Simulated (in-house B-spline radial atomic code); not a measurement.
Successive ionisation energies of thallium; each step leads to the configuration of the next row (after the last: [Kr] 4d10 4f14 5s2 5p4). Dirac energy differences include first-order Breit, QED and recoil terms. NIST's values go from ground level to ground level; the uncertainty of those that are theory runs from under 0.1 % in few-electron ions to several per cent in heavy many-electron ones. Computed with a B-spline radial code for spherical atoms: Dirac-Hartree-Fock, average of the configuration, finite nuclei.

```csv
ion,configuration,ionisation energy (eV),tabulated value (eV),tabulated kind,computed minus tabulated (eV),highest orbital,largest mean radius (bohr)
Tl,[Xe] 4f14 5d10 6s2 6p1,5.0,6.108287,measured,-1.1,6p3/2,4.0123
Tl+,[Xe] 4f14 5d10 6s2,18.4,20.4283,measured,-2.1,6s1/2,2.472
Tl2+,[Xe] 4f14 5d10 6s1,28.1,29.852,measured,-1.7,6s1/2,2.3402
Tl3+,[Xe] 4f14 5d10,50.2,51.14,measured,-0.9,5d5/2,1.3489
Tl4+,[Xe] 4f14 5d9,65.9,62.6,measured,3.3,5d5/2,1.3064
Tl5+,[Xe] 4f14 5d8,82.4,80,tabulated theory,2.4,5d5/2,1.2698
Tl6+,[Xe] 4f14 5d7,99.6,97.9,tabulated theory,1.7,5d5/2,1.2375
Tl7+,[Xe] 4f14 5d6,117.6,116,tabulated theory,1.6,5d5/2,1.2085
Tl8+,[Xe] 4f14 5d5,136.1,135,tabulated theory,1.1,5d5/2,1.1822
Tl9+,[Xe] 4f14 5d4,155.2,158,tabulated theory,-2.8,5d5/2,1.158
Tl10+,[Xe] 4f14 5d3,174.9,177,tabulated theory,-2.1,5d5/2,1.1357
Tl11+,[Xe] 4f14 5d2,195.1,198,tabulated theory,-2.9,5d5/2,1.1149
Tl12+,[Xe] 4f14 5d1,215.9,218.3,semi-empirical,-2.4,5d5/2,1.0954
Tl13+,[Xe] 4f14,313.3,306.9,semi-empirical,6.4,5p3/2,0.94549
Tl14+,[Kr] 4d10 4f14 5s2 5p5,337.5,340,tabulated theory,-2.5,5p3/2,0.93417
```

Problem. Where is the largest jump?

Solution. From Tl to Tl+, by a factor of 3.70 (4.9693 to 18.372 eV); the highest orbital goes from 6p3/2 to 6s1/2.

Where a p, d or f electron is removed, the computed value is a mean over both j, so it misses the tabulated one by a part of the spin-orbit splitting; averaging over terms and missing correlation add to the gap, relatively most at low charge.
